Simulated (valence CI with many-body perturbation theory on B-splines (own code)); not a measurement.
# Hyperfine factors and g values of La XXXVI

Calculated by relativistic CI+MBPT: four valence electrons over a frozen Dirac-Fock core [Ar], a basis of 9 s, 9 p, 10 d, 8 f, 5 g, 3 h, 1 i functions for each j, with the one-electron correlation potential Σ1 (screened to all orders), the two-electron term Σ2, the three-electron term Σ3, Breit, model QED; selected single and double excitations, second order for the rest (own B-spline code, finite nucleus).

The last digits are not significant, and no measured levels were compared; by estimate large intervals hold to a few tenths of a per cent, small ones and those within an open d or f shell to about a per cent. Only levels of the ground parity were solved; by the run's estimate the other parity begins above the list, which can be wrong where configurations are misplaced.

A/g_I is the dipole constant over the nuclear g factor μ/I (μ in nuclear magnetons, uniformly magnetised nucleus), B/Q the quadrupole constant per barn. Both hold the static response of the core; the bare values leave it out. Large factors of s and p1/2 electrons are usually good to 5 to 10 %; those of open d and f shells near neutrality can be off by tens of per cent, and small factors of p3/2, d and f electrons come from cancelling terms and can be off by a factor of two or in sign, in half-filled shells by more. B is blank for J = 1/2, where it vanishes, and for nearly pure S terms. Energies count from the lowest level. Levels with J = 0 are left out.

Levels are named by their leading jj configuration (3d3/2^4 stands for four electrons in 3d with j = 3/2), which in mixed levels can hold well under half, so a name can repeat and another be missing. Letters in brackets count levels of one name in rising energy.

```csv
Level,E (cm⁻¹),g,A/g_I (MHz),A/g_I bare,B/Q (MHz/b),B/Q bare
(3d3/2^3 3d5/2) J=1,115510,1.494,-1450,-710,8440,8580
(3d3/2^3 3d5/2) J=2,175250,1.355,11200,11700,12000,12200
(3d3/2^3 3d5/2) J=4,186830,1.130,22700,22900,-1970,-2040
(3d3/2^3 3d5/2) J=3,200950,1.266,17800,18200,5360,5440
(3d3/2^2 3d5/2^2) J=4 [a],300240,1.148,19000,19300,-7750,-7910
(3d3/2^2 3d5/2^2) J=2 [a],312620,1.041,14700,14800,15100,15300
(3d3/2^2 3d5/2^2) J=3 [a],317200,1.051,19100,19200,4110,4180
(3d3/2^2 3d5/2^2) J=5,340230,1.077,21700,21900,19700,20100
(3d3/2^2 3d5/2^2) J=1,353480,1.217,21700,22000,607,603
(3d3/2^2 3d5/2^2) J=6,357260,1.088,22700,22900,22800,23200
(3d3/2^2 3d5/2^2) J=4 [b],382400,1.028,24700,24800,-8860,-9000
(3d3/2^2 3d5/2^2) J=3 [b],390120,1.137,23000,23200,7960,8110
(3d3/2^2 3d5/2^2) J=2 [b],390580,1.134,20500,20800,5470,5550
(3d3/2 3d5/2^3) J=4 [a],452850,1.206,16000,16300,10000,10200
(3d3/2^2 3d5/2^2) J=2 [c],455260,1.031,29200,29300,-146,-160
(3d3/2 3d5/2^3) J=3 [a],486900,1.115,14900,15100,796,820
(3d3/2 3d5/2^3) J=5,513550,1.144,18800,19000,-12900,-13100
(3d3/2^2 3d5/2^2) J=4 [c],514750,1.112,17700,17900,14500,14700
(3d3/2 3d5/2^3) J=1 [a],515820,0.819,25300,25100,9720,9890
(3d3/2 3d5/2^3) J=6,521840,1.066,21600,21700,26900,27400
(3d3/2^2 3d5/2^2) J=2 [d],537910,1.326,16000,16500,-6430,-6510
(3d3/2 3d5/2^3) J=2 [a],570830,0.990,25100,25100,19800,20100
(3d3/2 3d5/2^3) J=3 [b],577260,1.086,20600,20800,11600,11800
(3d3/2 3d5/2^3) J=3 [c],655070,1.060,23100,23300,30100,30600
(3d3/2 3d5/2^3) J=1 [b],659540,1.448,4510,5170,-13100,-13300
(3d3/2 3d5/2^3) J=4 [b],662650,1.033,22500,22600,22200,22600
(3d3/2 3d5/2^3) J=2 [b],679010,1.067,22200,22400,-12100,-12300
(3d5/2^4) J=4,701850,1.151,17100,17300,-21500,-21900
(3d5/2^4) J=2,789860,1.008,19100,19200,-6570,-6680
```

Q: Take the isotope of mass number 139, with I = 7/2, μ = 2.7791 μN and Q = 0.206 b. What is the hyperfine structure of (3d3/2^2 3d5/2^2) J=3 [a]?

A: From the table A = 15100 MHz, B = 848 MHz. Shifts from the centre of gravity in MHz: F = 1/2: -203000, F = 3/2: -181000, F = 5/2: -143000, F = 7/2: -90700, F = 9/2: -22900, F = 11/2: 60200, F = 13/2: 159000.
